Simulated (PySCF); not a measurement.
Radial density of Fe⁺ (iron, charge +1)

UHF, [Ar] 3d6 4s1, high-spin 6D determinant. All numbers are calculated (PySCF 2.14, the non-relativistic Hamiltonian (point nucleus), in 6-31G*).

```csv
r (bohr),4πr²ρ (e/bohr),4πr²(ρα − ρβ)
0.00109,0.1646,0.0001
0.00183,0.4548,0.0001
0.00308,1.214,0.0004
0.00518,3.063,0.0010
0.00872,7.234,0.0023
0.0147,15.02,0.0047
0.0247,25.51,0.0074
0.0415,31.15,0.0068
0.0698,26.09,0.0035
0.117,26.69,0.0402
0.197,34.63,0.3276
0.332,18.22,1.4119
0.559,15.02,3.4784
0.939,13.28,3.2615
1.58,3.067,1.3147
2.66,0.6436,0.5495
4.47,0.09631,0.0963
7.52,0.001536,0.0015
```
